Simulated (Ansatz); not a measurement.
`CO[SiH]1OC1=N` and `N=C1O[SiH]1O` differ in one atom or group.

Ansatz, PBE0-D4/def2-TZVP geometries, multiplicity 1. Each molecule was computed in one conformer, which needn't be the lowest.

```json
{"property": "LUMO energy (PBE0/def2-TZVPP) / eV", "`CO[SiH]1OC1=N`": "-0.41"}
{"property": "HOMO energy (B3LYP/def2-TZVPP) / eV", "`CO[SiH]1OC1=N`": "-7.23"}
{"property": "HOMO–LUMO gap (PBE0/def2-TZVPP) / eV", "`CO[SiH]1OC1=N`": "7.04"}
{"property": "HOMO–LUMO gap (ωB97M-V/def2-TZVPP) / eV", "`CO[SiH]1OC1=N`": "11.24"}
{"property": "LUMO energy (ωB97M-V/def2-TZVPP) / eV", "`CO[SiH]1OC1=N`": "1.53"}
{"property": "HOMO energy (ωB97M-V/def2-TZVPP) / eV", "`CO[SiH]1OC1=N`": "-9.71"}
```

Q: What does the change do to each property? (Best estimate.)

A: Computed: 
```
                               property  `N=C1O[SiH]1O`  shift
     LUMO energy (PBE0/def2-TZVPP) / eV           -0.56  -0.15
    HOMO energy (B3LYP/def2-TZVPP) / eV           -7.33  -0.10
   HOMO–LUMO gap (PBE0/def2-TZVPP) / eV            6.98  -0.06
HOMO–LUMO gap (ωB97M-V/def2-TZVPP) / eV           11.17  -0.07
  LUMO energy (ωB97M-V/def2-TZVPP) / eV            1.38  -0.15
  HOMO energy (ωB97M-V/def2-TZVPP) / eV           -9.80  -0.09
```

With PBE0 the HOMO falls by 0.09 eV and the LUMO falls by 0.15 eV, so the gap narrows by about 0.06 eV. PBE moves the HOMO by -0.08 eV and ωB97M-V by -0.09 eV.

B3LYP here is the variant with VWN-RPA as its local correlation; programs differ in this.
